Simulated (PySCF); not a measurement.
Vertical excitations of a molecule C4H10OSi from TDA-LC-ωPBE/def2-SVPD run with PySCF, as energy in eV (oscillator strength): 6.84 (0.027), 7.02 (0.635), 7.31 (0.000), 7.50 (0.002), 7.92 (0.001), 8.56 (0.005). Lowest triplet (TDA): 3.90 eV. Coordinates come from a PBE0-D3(BJ)/def2-SVP optimisation. The values are those of a single conformer.

Problem. Which structure fits?
A. C[C@H]1CO[SiH2]C1
B. CCC(=O)[SiH2]C
C. [SiH3]OC1CCC1
D. C/C=C/OC[SiH3]

Solution. D, C/C=C/OC[SiH3]
